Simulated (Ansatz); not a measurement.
A nudged elastic band was laid between two geometries of C$_{2}$H$_{8}$OSi (12 atoms, charge 0, multiplicity 1).

The calculation used RHF/def2-SVP (Ansatz).

```
movable images  : 9
climbing image  : yes
spring          : 5.0 eV/Å²
optimiser       : quadratic models (default)
start path      : through a guess of the saddle point
force threshold : 0.05 eV/Å
iteration limit : 60
end points      : relaxed
```

Image 0:

```xyz
12
Properties=species:S:1:pos:R:3
Si -0.198 0.686 0.205
O 0.265 -0.889 0.027
C 0.536 -1.826 1.018
C -0.419 1.419 -1.500
H -1.168 0.861 -2.066
H -1.464 0.751 0.980
H 0.833 1.431 0.975
H -0.320 -1.971 1.683
H 1.396 -1.530 1.627
H 0.766 -2.781 0.547
H -0.745 2.461 -1.436
H 0.519 1.389 -2.058
```

Image 10:

```xyz
12
Properties=species:S:1:pos:R:3
Si -0.442 1.531 0.174
O -0.434 -1.174 0.131
C 0.483 -1.993 0.796
C -0.134 2.174 -1.364
H -0.411 -1.335 -0.800
H -1.800 1.347 0.707
H 0.620 1.325 1.171
H 0.397 -1.789 1.861
H 1.511 -1.790 0.486
H 0.267 -3.052 0.632
H -0.927 2.389 -2.072
H 0.871 2.367 -1.722
```

(1) What changes between the two ends?

(2) Give the energies along the band, and the barrier.

(3) What is the geometry of the highest image?

Results:

(1) Bonds broken: Si1–O2, C4–H5. Bonds formed: O2–H5. C2H8OSi becomes CH4O + CH4Si.

(2) The forces met the threshold. The highest image is number 6 of 0 to 10, 3.71 eV above the first end and 0.46 eV above the last; the last end lies 3.26 eV above the first. The profile has 3 maxima (images 1, 6, 9) with wells between them (images 2, 7): this band takes more than one step, which may be the mechanism or a detour left from its start path. Neighbouring images differ by up to 3.6 eV, so the band resolves the path poorly. A vibrational analysis at the climbing image gives one clearly imaginary mode, 1225i cm⁻¹: a first-order saddle point. The orbitals stay closed-shell, which can raise the energy where a bond breaks towards radicals; this wasn't checked here.

```csv
image,path coordinate (Å),energy (eV),Si1–O2 (Å),C4–H5 (Å),O2–H5 (Å)
0,0.00,0.00,1.65,1.09,3.08
1,1.45,0.06,1.65,1.09,2.80
2,2.89,0.01,1.65,1.09,2.98
3,4.34,0.03,1.65,1.09,2.94
4,5.78,0.10,1.65,1.09,2.82
5,7.23,0.13,1.65,1.09,2.78
6,8.67,3.71,1.86,1.72,1.09
7,10.13,3.27,2.48,3.16,0.95
8,11.60,3.27,2.69,3.68,0.95
9,13.06,3.27,2.71,3.61,0.95
10,14.53,3.26,2.70,3.57,0.95
```

(3) 
```xyz
12
Properties=species:S:1:pos:R:3:forces:R:3
Si -0.024 1.246 0.328 0.00 -0.01 0.00
O 0.521 -0.511 0.070 0.02 0.01 0.00
C 0.290 -1.743 0.717 -0.01 0.01 0.01
C -0.447 1.283 -1.398 -0.01 0.00 0.00
H 0.149 -0.256 -0.921 0.00 0.00 -0.01
H -1.046 1.092 1.390 0.00 0.00 0.00
H 1.183 1.880 0.894 0.00 0.00 0.01
H -0.763 -2.020 0.654 0.00 0.00 0.01
H 0.577 -1.651 1.762 0.00 0.00 0.00
H 0.899 -2.510 0.246 -0.01 0.00 0.00
H -1.504 1.318 -1.663 0.00 0.00 0.00
H 0.166 1.871 -2.079 0.00 0.00 0.00
```

Run time: 12 min on 2 threads of Arm Neoverse N1 (shared host), peak memory 0.19 GiB.
